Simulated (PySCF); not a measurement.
C3H13NSi2, SMILES CNC(C)([SiH3])[SiH3].

The structure is a stationary point at r2SCAN-D4/def2-SVP. This is a generated structure with no PubChem entry under its InChIKey; it may be hypothetical. Other conformers were not sampled.

Computed with r2SCAN-D4/def2-SVP (PySCF).

Frequencies are harmonic and unscaled.

```tsv
mode	ν (cm⁻¹)	IR (km/mol)	moving atoms (share of kinetic energy)
1	102	2.2	H 48 %, C 30 %, Si 11 %, N 11 %
2	151	0.2	H 57 %, Si 23 %, C 18 %
3	166	0.6	H 42 %, Si 27 %, C 26 %
4	180	0.3	H 59 %, Si 29 %, C 8 %
5	200	0.1	H 91 %
6	218	0.3	H 68 %, C 17 %, Si 10 %
7	231	0.3	H 84 %, C 11 %
8	249	0.3	H 50 %, C 27 %, Si 15 %
9	258	0.4	H 43 %, C 42 %, Si 12 %
10	351	7.0	H 36 %, N 28 %, Si 24 %, C 12 %
11	381	8.0	Si 28 %, H 26 %, C 25 %, N 21 %
12	528	3.9	H 36 %, C 25 %, Si 25 %, N 14 %
13	561	2.0	H 76 %, Si 17 %
14	613	5.8	H 85 %, Si 13 %
15	649	79.1	H 75 %, Si 11 %, C 9 %
16	680	32.8	H 70 %, Si 13 %, C 10 %
17	711	28.0	H 63 %, C 18 %, N 15 %
18	818	66.3	C 50 %, H 40 %
19	894	273.0	H 92 %
20	901	17.9	H 59 %, C 31 %, N 8 %
21	927	161.9	H 91 %, Si 8 %
22	935	47.0	H 96 %
23	938	44.9	H 96 %
24	945	25.1	H 97 %
25	950	51.7	H 94 %
26	1028	2.0	C 66 %, H 27 %
27	1072	4.4	H 64 %, C 34 %
28	1095	2.5	H 48 %, C 46 %
29	1145	4.9	H 60 %, C 28 %, N 11 %
30	1173	38.3	C 45 %, N 40 %, H 14 %
31	1197	6.1	H 45 %, C 38 %, N 17 %
32	1368	3.1	H 82 %, C 18 %
33	1432	0.4	H 86 %, C 13 %
34	1448	12.7	H 94 %
35	1462	0.7	H 95 %
36	1464	8.3	H 91 %
37	1470	5.8	H 94 %
38	1502	14.4	H 93 %
39	2197	168.9	H 97 %
40	2205	54.2	H 97 %
41	2209	22.3	H 97 %
42	2218	163.8	H 97 %
43	2232	13.3	H 96 %
44	2239	164.3	H 96 %
45	2951	75.4	H 95 %
46	3003	31.9	H 97 %
47	3063	30.0	H 92 %
48	3089	17.0	H 91 %, C 9 %
49	3110	14.6	H 91 %, C 9 %
50	3123	21.8	H 91 %, C 9 %
51	3488	0.8	H 93 %
```
